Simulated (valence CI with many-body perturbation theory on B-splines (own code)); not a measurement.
**In16+: E2, E3, M1, M2 decay**

Level of theory: configuration interaction combined with many-body perturbation theory (CI+MBPT): five valence electrons over a frozen Dirac-Fock core [Ar] 3d10, a basis of 9 s, 9 p, 8 d, 6 f, 3 g, 1 h functions for each j, with the one-electron correlation potential Σ1, the two-electron term Σ2, the three-electron term Σ3, Breit, model QED; selected CI, second order for the rest (own B-spline code, finite nucleus).

No measured spectrum was set against this ion. As an estimate, levels hold to about 250 cm⁻¹ or 0.2 % of their energy and the worst to 1 %, as in measured heavy ions of charge 2 to 7; those with d or f electrons hold less well. Among the levels kept, up to 310 cm⁻¹ of a level comes from second order outside the variational space, and about a tenth of that is noise between levels of different J, which matters for small intervals.

Lines 1 to 21 of 21 in falling wavelength, among levels below 114.61 eV, chosen from the decays that carry over 1 % of a level's rate. Wavelengths and rates use the calculated energies, so an error of 1000 cm⁻¹ moves a line at 2138 Å by 2.1 % and its rate by three times that or more. Electric multipoles are in the length gauge, E1 and E2 with the static RPA response of the core. Weak lines are less certain than strong ones. Lines between different terms over intervals too small for the method are left out, as are lines whose strength nearly cancels. Branching is blank where the lifetime is uncertain.

Names give the largest LS component (configuration and term), which can be under half, so a name can repeat, a term be missing and a line seem to break the LS rules; names also repeat where a configuration has a term twice. Letters in brackets count levels of one name in rising energy.

```tsv
λ vac (Å)	Upper	Lower	Type	A (s⁻¹)	Branch %
5252	4s2 4p3 2D°_5/2	4s2 4p3 2D°_3/2	M1	4.31e+01	5.3
4929	4s2 4p2 4d 4F_9/2	4s2 4p2 4d 4F_7/2	M1	1.62e+02	
2694	4s2 4p2 4d 2G_9/2	4s2 4p2 4d 2G_7/2	M1	5.75e+02	7.8
2138	4s2 4p3 2P°_1/2	4s2 4p3 2D°_3/2	M1	1.28e+02	2.0
1805	4s2 4p3 2P°_3/2	4s2 4p3 2P°_1/2	M1	9.62e+02	5.8
1724	4s2 4p3 2D°_3/2	4s2 4p3 4S°_3/2	M1	4.03e+03	99.9
1341	4s2 4p2 4d 2G_9/2	4s2 4p2 4d 4F_9/2	M1	2.96e+03	40.2
1298	4s2 4p3 2D°_5/2	4s2 4p3 4S°_3/2	M1	7.51e+02	91.9
1298	4s2 4p3 2D°_5/2	4s2 4p3 4S°_3/2	E2	2.29e+01	2.8
1203	4s2 4p3 2P°_3/2	4s2 4p3 2D°_5/2	M1	2.53e+03	15.2
1127	4s2 4p2 4d 2G_9/2	4s2 4p2 4d 2F_7/2 [a]	M1	3.21e+02	4.4
1054	4s2 4p2 4d 2G_9/2	4s2 4p2 4d 4F_7/2	M1	2.81e+03	38.1
978.9	4s2 4p3 2P°_3/2	4s2 4p3 2D°_3/2	M1	1.22e+04	72.9
954.3	4s2 4p3 2P°_1/2	4s2 4p3 4S°_3/2	M1	6.24e+03	96.9
954.3	4s2 4p3 2P°_1/2	4s2 4p3 4S°_3/2	E2	6.45e+01	1.0
681.9	4s2 4p2 4d 4F_9/2	4s 4p4 2D_5/2	E2	1.44e+01	
624.3	4s2 4p3 2P°_3/2	4s2 4p3 4S°_3/2	M1	8.75e+02	5.2
391.7	4s2 4p2 4d 4F_9/2	4s 4p4 4P_5/2	E2	1.74e+02	
303.2	4s2 4p2 4d 2G_9/2	4s 4p4 4P_5/2	E2	5.84e+02	7.9
181.0	4s2 4p2 4d 4F_9/2	4s2 4p3 2D°_5/2	M2	3.04e+02	
158.9	4s2 4p2 4d 4F_9/2	4s2 4p3 4S°_3/2	E3	1.04e+01
```
